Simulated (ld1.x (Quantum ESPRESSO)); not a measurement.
Values are calculated unless marked as measured or tabulated.
# Pseudopotentials across the periodic table

Generated with ld1.x 7.5 (TM, RRKJ, ultrasoft, PAW), atompaw 4.2 or ONCVPSP 4.0.1. The cutoff is in Ry: for ld1.x and atompaw files where the sum of valence levels is converged to 10 mRy in a Bessel basis, for ONCV files where the hardest occupied wave has 1 mHa per electron of residual kinetic energy. The error is the largest all-electron minus pseudo excitation energy over each file’s own four to seven test configurations (ionisations up to +4, promotions, holes and added fractions of an electron), all of which were solved. The labels leave out finer settings (local radius, basis sizes, second energies), which also bear on the numbers. Spin-polarised tests are not counted. The rows are a selection from randomly drawn settings: files with unsolved tests, undetermined cutoffs or missed reference levels are left out.

```csv
element,potential,cutoff (Ry),largest error (meV),bound ghosts
C,"TM semilocal, LDA (PZ), scalar-relativistic, rc 1.10/3.05 (sp), local p, core correction yes, reference 2s2 2p2",35,+2202,none
Ne,"TM, PBE, scalar-relativistic, rc 0.50/1.00/1.05 (spd), local smoothed, core correction no, reference 2s2 2p5.75",300,+1288,none
Cl,"TM, BP86, non-relativistic, rc 1.30/0.95 (sp), local smoothed, core correction yes, reference 3s2 3p4.75",140,+328,none
Ge,"PAW, PBE, scalar-relativistic, rc 1.75/2.10 (sp), local smoothed, core correction yes, reference 4s2 4p1",10,-249,none
Rb,"TM, LDA (PZ), scalar-relativistic, rc 1.70/2.20/3.00 (spd), local d, core correction yes, reference 4s2 4p6 4d0 5s0 5p0",40,-29,none
Ru,"TM semilocal, PBE, scalar-relativistic, rc 1.10/1.65/2.15 (spd), local d, core correction no, reference 4s2 4p6 4d7 5s0 5p0",110,+200,none
```

**Question.** Fill in the row for Ga: RRKJ, PBE, scalar-relativistic, rc 1.90/2.60 (sp), local s, core correction yes, reference 4s2 4p0.5.

**Answer.** cutoff 15 Ry, largest error -148 meV, bound ghosts: none.
